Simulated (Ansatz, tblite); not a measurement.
Cost and result up the ladder for Hf₂O₉H₁₀, a hydroxylated oxide cluster (21 atoms). Total charge 0; singlet. Geometry: PBE-D4/def2-SVP.

```csv
atom,x (Å),y (Å),z (Å)
Hf1,0.3381,-1.2806,-0.7362
Hf2,-0.0873,1.4853,0.9070
O3,-1.7897,-2.2149,-0.4960
O4,1.5325,-2.7276,-0.2254
O5,0.0053,-1.5341,-2.6613
O6,1.7304,1.6343,1.7549
O7,-0.0957,-0.7153,1.3026
O8,-0.1645,3.0147,-0.3597
O9,-1.2520,0.3230,-0.6054
O10,-1.3193,2.0525,2.3001
O11,1.4402,0.4492,-0.6573
H12,-2.1259,-1.2722,-0.4307
H13,-2.0538,-2.5043,-1.3922
H14,2.0769,-3.4895,0.0046
H15,-0.0427,-1.5169,-3.6243
H16,1.9744,2.1796,2.5202
H17,0.4280,-1.0604,2.0460
H18,0.4852,3.2795,-1.0299
H19,-1.3979,0.8930,-1.3839
H20,-1.9523,2.4270,2.9223
H21,2.2701,0.5776,-0.1552
```

Ansatz on 2 threads of AMD EPYC 7R13 on a shared host and a share (18 GiB) of an NVIDIA H100 80GB HBM3; xTB runs through tblite on one thread. Times are rough, summed over both states, and most runs start from the orbitals of an earlier one. PBE-QIDH/def2-TZVP serves as the yardstick here, not as an exact answer. The other state is a doublet.

In the def2 sets Hf takes a core potential; there is no spin–orbit coupling. The xTB rows come from tblite. Correlated methods freeze 9 core orbitals; core or outer-core shells of Hf are correlated, in sets that lack core-valence functions. Single mean-field runs in def2-TZVP are fitted with def2-universal-jkfit.

Run but left out: PBE-D4/def2-TZVP (charge +1 doublet: an occupied level 0.07 eV above an empty one).

Correlated methods converge slowly with the basis.

Raw xTB energies of ions are shifted by several eV.

```csv
level,functions,wall time,vertical IE (eV),difference from PBE-QIDH/def2-TZVP (eV),remarks
GFN2-xTB,64,0.054 s,12.97,2.74,–
GFN1-xTB,74,0.067 s,14.19,3.96,–
PBE-QIDH/def2-TZVP,419,14 s,10.22,0.00,test for broken spin undecided (singlet)
PBE0-D4/def2-TZVP,419,17 s,9.51,-0.71,–
```
